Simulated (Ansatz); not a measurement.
## 1,2-elimination

Start structure (GeH$_{4}$SO, singlet), relaxed at PBE0-D4/def2-TZVP:

```xyz
7
angstrom
Ge -0.1263 0.2495 0.5194
S 1.7501 0.2221 -0.6653
O -1.4781 -0.4076 -0.4280
H -1.5393 -0.0056 -1.2982
H -0.3502 1.7310 0.8627
H -0.0565 -0.6704 1.7404
H 1.8005 -1.1188 -0.7310
```

The step: GeH₄SO ([OH][GeH2][SH]) → GeH₂O ([O][GeH2]) + H₂S (still joined by a long Ge–S bond); bonds formed: S2–H4; bonds broken: O3–H4; bonds weakened to dative contacts: Ge1–S2. Ansatz 0.2.0; basis: def2-TZVPP and def2-QZVPP; cores frozen in the correlated methods. Filled d shells of the heavier atoms are correlated. The def2 sets are not built for correlating such inner shells, so the correlated values are less sure here. Extrapolation: Hartree–Fock as exp(−7.88 √X), correlation as X^−2.97. Energies below are by CCSD(T) at an estimated basis limit (MP2 extrapolated from triple and quadruple zeta, plus CCSD(T) − MP2 in triple zeta).

Task: What are the electronic barrier and the energy of the step, from the start structure to the end structure? (To be estimated.)

Result: Computed: Barrier 57.97 kcal/mol; step energy 55.22 kcal/mol (uphill); reverse barrier, their difference, 2.74 kcal/mol. Barrier and step energy count from the start structure, the reverse barrier from the end structure.

The saddle point: One imaginary mode of 380i cm⁻¹.
| pair | start (Å) | saddle (Å) | end (Å) |
| --- | --- | --- | --- |
| S2–H4 | 3.36 | 1.41 | 1.34 |
| Ge1–S2 | 2.22 | 2.57 | 2.69 |
| O3–H4 | 0.96 | 1.79 | 3.08 |

Zero-point energy (harmonic, PBE0-D4): ZPE is 24.58 kcal/mol at the start and 21.48 kcal/mol at the saddle, so the barrier goes from 57.97 to 54.87 kcal/mol.

First-order rate constant out of the start structure at 498 K by transition-state theory, with harmonic vibrational free energies alone and no tunnelling: ΔA‡ = 55.58 kcal/mol, so k = (kB T/h) exp(−ΔA‡/kB T) ≈ 10^-11 s⁻¹ (an order of magnitude at best: rotation, the number of equivalent paths and anharmonicity are left out).

No T1 diagnostic of these runs exceeds 0.020.

Labels in which every atom is bracketed show which atoms are joined, not bond orders.

For scale, one of the runs: CCSD(T)/def2-TZVPP, 177 basis functions, launched by `ansatz run in.yaml --threads 2 --pin off --events-out ev --progress --plain --max-ram 4352MiB`. The run took 37 s on 2 CPU threads of an Intel Xeon Platinum 8375C (shared host), with 1.6 GiB of host memory at its peak.
